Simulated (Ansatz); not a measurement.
Consider the ligand exchange at a Zr–Cl bond: `[OH][Zr]([F])([Cl])[Cl]` + H₂S → `[OH][Zr]([F])([SH])[Cl]` + HCl.

Gas-phase electronic energies from Ansatz, PBE0-D4/def2-TZVP geometries. CBS: MP2 limit from def2 TZ/QZ plus the TZ coupled-cluster correction, frozen cores. This one scheme is used for every species. DFT in def2-TZVPP. B3LYP here is the variant with VWN-RPA as its local correlation; programs differ in this. Elements past krypton have def2 core potentials. For Zr outer-core shells are correlated without core-valence functions, which leaves a few kJ/mol of doubt a bond. Each species was taken in one conformer, which may not be the lowest.

```tsv
level	ΔE (kcal/mol)	difference from CCSD(T)/CBS
PBE-D4	15.0	-0.9
B3LYP-D4	16.4	0.5
ωB97M-V	16.7	0.8
PBE	15.3	-0.6
r2SCAN	16.4	0.5
PBE0	16.0	0.1
B3LYP	17.0	1.1
HF/def2-TZVPP	19.5	3.6
MP2/def2-TZVPP	15.5	-0.4
SCS-MP2/def2-TZVPP	16.2	0.3
CCSD/def2-TZVPP	16.3	0.4
MP2/def2-QZVPP	15.7	-0.2
SCS-MP2/def2-QZVPP	16.4	0.5
HF/CBS(def2)	19.7	3.8
MP2/CBS(def2)	15.8	-0.1
CCSD/CBS(def2)	16.6	0.7
CCSD(T)/CBS	15.9	0
```

Largest T1 diagnostic among the species: 0.017.

In def2-TZVPP, CCSD(T) changes the Hartree–Fock value by −3.9 kcal/mol (the triples alone add −0.6 kcal/mol) and MP2 by −4.0 kcal/mol.

CCSD(T)/CBS has its own doubt, a few kJ/mol and more with outer-core shells, so smaller differences from it don't rank the levels.
